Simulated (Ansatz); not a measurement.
Geometry optimisation, RKS LDA/6-31G* (Ansatz 0.2.0).

The input (input.yaml):

```yaml
crystal:
  periodic: [false, false, false]
  atoms:
    - { symbol: Si, position_ang: [-0.059921, 0.034699, -0.140456] }
    - { symbol: H, position_ang: [0.072132, 0.310209, 1.306455] }
    - { symbol: H, position_ang: [1.203819, 0.234865, -0.89724] }
    - { symbol: O, position_ang: [-1.202567, 1.070191, -0.755682] }
    - { symbol: H, position_ang: [-1.740586, 1.531167, -0.082525] }
    - { symbol: O, position_ang: [-0.647614, -1.518453, -0.344017] }
    - { symbol: H, position_ang: [-1.533739, -1.536745, -0.760671] }
    - { symbol: O, position_ang: [1.321241, -1.947969, 1.409879] }
    - { symbol: H, position_ang: [0.61324, -2.359976, 0.857903] }
    - { symbol: H, position_ang: [0.801995, -1.287188, 1.941655] }
basis:
  gaussian: { orbitals: "6-31G*" }
hamiltonian:
  xc: lda
relax:
  f_tol: 0.03
  max_steps: 50
```

Command:

```bash
$ ansatz run input.yaml --threads 1 --pin off --max-ram 2048MiB --backend cpu --events-out ev --progress --plain --runs-dir out
```

Question: Where does it end, and by what steps?

Answer: It converged. After 11 steps the energy has fallen by 0.218 eV; O8 moved furthest, 0.44 Å.

```csv
step,energy less start (eV),largest force component (eV/Å),accepted
0,0.0000,0.583,yes
1,0.0003,1.691,no
2,-0.0420,0.880,yes
3,-0.0889,0.715,yes
4,-0.1327,0.708,yes
5,-0.1793,0.881,yes
6,-0.1907,0.520,yes
7,-0.2130,0.231,yes
8,-0.2123,0.242,no
9,-0.2171,0.068,yes
10,-0.2163,0.147,no
11,-0.2175,0.018,yes
```

```xyz
10
Properties=species:S:1:pos:R:3
Si -0.030 -0.026 0.031
H -0.043 0.511 1.438
H 1.226 0.090 -0.760
O -1.053 0.999 -0.821
H -1.752 1.400 -0.271
O -0.830 -1.516 -0.105
H -1.531 -1.442 -0.786
O 1.261 -1.625 1.111
H 0.638 -2.252 0.659
H 0.942 -1.607 2.038
```

Whether the end is a true minimum wasn't checked by a vibrational analysis.

Run time: 21 s on 1 thread of Arm Neoverse V1, with other jobs on the host, peak memory 0.14 GiB.
